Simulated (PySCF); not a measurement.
**Correlation energy of B (boron, neutral)**

[He] 2s2 2p1, 2P determinant. Calculation: PySCF 2.14, in dyall-acv3z; scalar relativity by spin-free X2C-1e. Frozen: 1s2; 3 electrons correlated; the 18 highest virtual orbitals of each spin left out.

```json
{"level": "CCSD", "correlation energy (mhartree)": "-66.00"}
{"level": "(T)", "correlation energy (mhartree)": "-1.40"}
{"level": "CCSD(T)", "correlation energy (mhartree)": "-67.40"}
```

Diagnostics: T1 = 0.015, D1 = 0.0278, largest double amplitude 0.072.

Is a single reference adequate?

Mostly. T1 lies below 0.03, but a double amplitude of this size points to a near-degeneracy that CCSD handles and MP2 describes poorly.
